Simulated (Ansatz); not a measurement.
Geometry optimisation, RKS BHLYP-D4/6-31G* in Ansatz 0.2.0.

input.yaml

```yaml
crystal:
  periodic: [false, false, false]
  atoms:
    - { symbol: Si, position_ang: [-0.069725, 0.182266, -0.436479] }
    - { symbol: H, position_ang: [1.32935, -0.082362, -0.747242] }
    - { symbol: O, position_ang: [0.299681, -0.411935, 1.21766] }
    - { symbol: C, position_ang: [1.629886, -0.962092, 1.766661] }
    - { symbol: H, position_ang: [2.207181, -0.834897, 0.851542] }
    - { symbol: C, position_ang: [-1.308351, -0.944212, -1.251684] }
    - { symbol: C, position_ang: [-0.615605, 1.960725, -0.45181] }
    - { symbol: H, position_ang: [1.49198, -1.996746, 2.058838] }
    - { symbol: H, position_ang: [1.95429, -0.328756, 2.580768] }
    - { symbol: H, position_ang: [-2.166063, -1.064263, -0.591322] }
    - { symbol: H, position_ang: [-0.867531, -1.927956, -1.400255] }
    - { symbol: H, position_ang: [-1.667792, -0.575183, -2.211186] }
    - { symbol: H, position_ang: [-1.587888, 2.064863, 0.026673] }
    - { symbol: H, position_ang: [0.088835, 2.605973, 0.065187] }
    - { symbol: H, position_ang: [-0.718348, 2.314575, -1.477553] }
basis:
  gaussian: { orbitals: "6-31G*" }
hamiltonian:
  xc: { name: BHLYP }
  dispersion: d4
relax:
  f_tol: 0.03
  max_steps: 50
output:
  orbitals: {}
```

Run as:

```bash
$ ansatz run input.yaml --threads 2 --pin off --max-ram 3072MiB --backend cpu --events-out ev --progress --plain --runs-dir out
```

Problem. Where does it end, and by what steps?

Solution. The run converged. The force dipped under the threshold on the way, but the program's further checks kept it going. After 14 steps the energy has fallen by 1.181 eV; H8 moved furthest, 0.90 Å.

```tsv
step	energy less start (eV)	largest force component (eV/Å)	accepted
0	0.0000	3.790	yes
1	-0.8591	1.772	yes
2	-1.0880	0.817	yes
3	-1.1166	0.353	yes
4	-1.1295	0.194	yes
5	-1.1333	0.178	yes
6	-1.1361	0.095	yes
7	-1.1520	0.084	yes
8	-1.1470	0.500	no
9	-1.1579	0.071	yes
10	-1.1655	0.138	yes
11	-1.1694	0.352	yes
12	-1.1782	0.212	yes
13	-1.1806	0.023	yes
14	-1.1810	0.021	yes
```

```xyz
15
Properties=species:S:1:pos:R:3
Si 0.129 0.334 -0.408
H 1.327 0.302 -1.288
O 0.616 0.094 1.154
C 1.369 -1.014 1.565
H 2.278 -1.124 0.972
C -1.049 -1.011 -0.963
C -0.679 2.013 -0.460
H 0.797 -1.939 1.493
H 1.654 -0.870 2.602
H -1.955 -1.014 -0.360
H -0.600 -2.000 -0.893
H -1.341 -0.860 -2.002
H -1.553 2.042 0.187
H 0.008 2.787 -0.127
H -1.001 2.261 -1.470
```

Time of the run: 44 s on 2 threads of AMD EPYC 7R43 64-Core Processor (Zen 3), on a shared host, peak memory 0.23 GiB.
